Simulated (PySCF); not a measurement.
**Pm(OH)3(NH3) at several levels of theory**

Computed with PySCF 2.14.0 (density fitting, no spin-orbit coupling) at the geometry relaxed with PBE0:

```xyz
11
Pm(OH)3(NH3) (singlet in the valence; each metal's 4f electrons, 4 of them, lie in its core potential, out of spins and levels)
Pm    0.1766   -0.2133    0.2615
O     1.2314    1.3476    1.2496
H     1.7397    1.9862    1.7483
O    -1.4488   -1.1354    1.2791
H    -2.1107   -1.6048    1.7850
O     1.1667   -1.2985   -1.2782
H     1.6620   -1.8245   -1.9046
N    -1.2817    1.3030   -1.2832
H    -1.8877    1.9147   -0.7358
H    -0.7209    1.9025   -1.8891
H    -1.8871    0.7485   -1.8891
```

| level | basis | state | HOMO (eV) | gap (eV) | charge on Pm1 (e) | population of f-type functions on Pm1 (polarisation alone where 4f lies in the core) | dipole about the centre of mass (D) | largest force component (eV/Å) |
| --- | --- | --- | --- | --- | --- | --- | --- | --- |
| PBE0 | Pm lcecp-1-SVP with ECP50, O def2-SVP, H def2-SVP, N def2-SVP | singlet | -6.93 | 6.67 | 0.96 | 0.10 | 4.23 | 0.01 |
| PBE0 | Pm lcecp-1-TZVP with ECP50, O def2-TZVP, H def2-TZVP, N def2-TZVP | singlet | -7.23 | 6.76 | 1.58 | 0.12 | 4.24 | 0.22 |

In the lcecp rows the 4f levels are missing from HOMO and gap, and the state counts the valence alone.

Charges are Mulliken's, which hang on the basis. The relaxation used the grid (50, 194), these runs (75, 302) or, all-electron (x2c bases, spin-free X2C Hamiltonian), (99, 590).

Question: A further run in the first row's basis gives HOMO (eV) -5.62, gap (eV) 5.26, charge on Pm1 (e) 0.91, population of f-type functions on Pm1 (polarisation alone where 4f lies in the core) 0.10, dipole about the centre of mass (D) 4.20, largest force component (eV/Å) 0.12. Which level was it?
A. revPBE
B. r2SCAN

Answer: B. The others give HOMO -5.19 eV (revPBE).

In the first row's basis the gap widens with exact exchange: 4.3 to 5.3 eV for revPBE, r2SCAN (none); 6.7 eV for PBE0 (a fixed share).

No frequency check is given that shows the relaxed geometry to be a minimum. An lcecp potential fixes the number of 4f electrons, so in runs with it no electron can move into or out of that shell.
